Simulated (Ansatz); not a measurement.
Computed with Ansatz on PBE0-D4/def2-TZVP structures; ΔE is electronic, products minus reactants. CBS: MP2 limit from def2 TZ/QZ plus the TZ coupled-cluster correction, frozen cores. This one scheme is used for every species. DFT in def2-TZVPP. One conformer a species, not always the lowest.

`FC[SiH2]S` + H–F → `FC[SiH2]F` + H₂S  (ligand exchange at the Si–S bond)

```csv
level,ΔE (kJ/mol),difference from CCSD(T)/CBS
BLYP-D4,-73.2,-4.5
CAM-B3LYP-D4,-81.8,-13.1
PBE-QIDH,-65.9,2.8
PBE,-63.6,5.1
BLYP,-83.2,-14.5
RPA@PBE/def2-TZVPP,-76.2,-7.5
MP2/def2-TZVPP,-67.4,1.3
CCSD(T)/def2-TZVPP,-71.8,-3.1
SCS-MP2/def2-QZVPP,-74.8,-6.1
MP2/CBS(def2),-64.4,4.3
CCSD(T)/CBS,-68.7,0
```

Largest T1 diagnostic among the species: 0.011.

The D4 term adds +8.2 kJ/mol with B3LYP and +4.4 kJ/mol with PBE0; it sums over pairs of atoms, weighted by their polarisabilities, and B3LYP, whose exchange is more repulsive, gets the larger term. Leaving LDA and LC-ωPBE aside and taking each functional with its dispersion term where it has one, the values, not all of them listed here, spread over 26.7 kJ/mol, from CAM-B3LYP-D4 to revPBE-D4.

B3LYP here is the variant with VWN-RPA as its local correlation; programs differ in this.
